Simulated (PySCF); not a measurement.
Can point charges reproduce the dipole moment of `COC1=C(C)CPC1`?

Coordinates (GFN2-xTB, Å) and charges (e) from the PBE0/pcSseg-1 density (PySCF):

| atom | x | y | z | Mulliken | IAO | Hirshfeld | ESP-fitted |
| --- | --- | --- | --- | --- | --- | --- | --- |
| C1 | 2.542 | 0.190 | 0.896 | -0.0308 | -0.2011 | -0.0341 | -0.1764 |
| O2 | 1.455 | 0.738 | 0.195 | -0.4935 | -0.3405 | -0.1112 | -0.2490 |
| C3 | 0.334 | -0.034 | 0.025 | +0.2370 | +0.1595 | +0.0534 | +0.2050 |
| C4 | -0.785 | 0.470 | -0.499 | -0.4295 | -0.0590 | -0.0352 | -0.1231 |
| C5 | -0.981 | 1.889 | -0.922 | -0.1204 | -0.4252 | -0.1245 | -0.5670 |
| C6 | -1.894 | -0.520 | -0.719 | -0.3613 | -0.4335 | -0.1175 | +0.0878 |
| P7 | -1.471 | -2.014 | 0.307 | +0.2791 | +0.3399 | +0.1047 | -0.3574 |
| C8 | 0.323 | -1.508 | 0.343 | -0.4396 | -0.4631 | -0.1239 | -0.0601 |
| H9 | 3.316 | 0.956 | 0.882 | +0.1285 | +0.1632 | +0.0541 | +0.1335 |
| H10 | 2.285 | -0.035 | 1.937 | +0.1020 | +0.1291 | +0.0413 | +0.0941 |
| H11 | 2.927 | -0.716 | 0.416 | +0.1045 | +0.1310 | +0.0424 | +0.0746 |
| H12 | -1.202 | 1.941 | -1.988 | +0.1162 | +0.1432 | +0.0406 | +0.1643 |
| H13 | -1.818 | 2.334 | -0.385 | +0.1175 | +0.1432 | +0.0408 | +0.1628 |
| H14 | -0.081 | 2.462 | -0.718 | +0.1189 | +0.1577 | +0.0380 | +0.1703 |
| H15 | -2.873 | -0.128 | -0.432 | +0.1433 | +0.1468 | +0.0413 | +0.0685 |
| H16 | -1.955 | -0.810 | -1.775 | +0.1551 | +0.1446 | +0.0346 | +0.0620 |
| H17 | -1.768 | -1.383 | 1.526 | +0.0469 | -0.0360 | -0.0234 | +0.1140 |
| H18 | 0.882 | -2.071 | -0.415 | +0.1689 | +0.1509 | +0.0375 | +0.1044 |
| H19 | 0.753 | -1.750 | 1.317 | +0.1571 | +0.1494 | +0.0412 | +0.0915 |

Task: What dipole does each set of charges give (1 e·Å = 4.803 D), and what does the density give?

Result: The full density gives (1.30, 0.13, 0.63) D, 1.46 D in size; dipole vectors point from the negative to the positive end.

```csv
scheme,μx,μy,μz,size (D),share of the full size (%),angle to the full dipole (°)
Mulliken,-0.28,-2.47,1.28,2.80,192,88
IAO,0.29,-2.35,0.92,2.54,174,80
Hirshfeld,0.67,-0.81,0.48,1.15,79,51
ESP-fitted,1.25,0.04,0.58,1.38,95,4
```

Task: Which set comes closest?

Result: Length of the difference vector: ESP-fitted 0.12 D, Hirshfeld 1.15 D, IAO 2.69 D, Mulliken 3.12 D. Closest: ESP-fitted. ESP charges are fitted to the potential around the molecule, whose slowest-falling term is the dipole's. The schemes that divide the density aren't constrained to reproduce the dipole.

Task: What is left for the Hirshfeld atoms' own dipoles?

Result: The Hirshfeld atoms' densities add up to the full density, so μ = Σ q r + Σ (atomic dipoles). The atomic dipoles sum to (1.30, 0.13, 0.63) − (0.67, -0.81, 0.48) = (0.63, 0.94, 0.15) D, 1.15 D in size.

Task: With the origin at the mean of the coordinates, (-0.001, 0.000, 0.000) Å, which are the largest single terms, by size, of the IAO dipole along the direction of the full one?

Result: C6 +4.28, H9 +2.70, C1 -2.59, O2 -2.38, C5 +2.26 D; all 19 atoms together +0.44 D. The single terms depend on the origin, their sum doesn't.

Task: Give the size of the full dipole in other units.

Result: 1.46 D = 0.573 au = 0.303 e·Å = 4.86 × 10⁻³⁰ C·m.

The structure is a single GFN2-xTB conformer in the gas phase; no vibrational or solvent corrections.
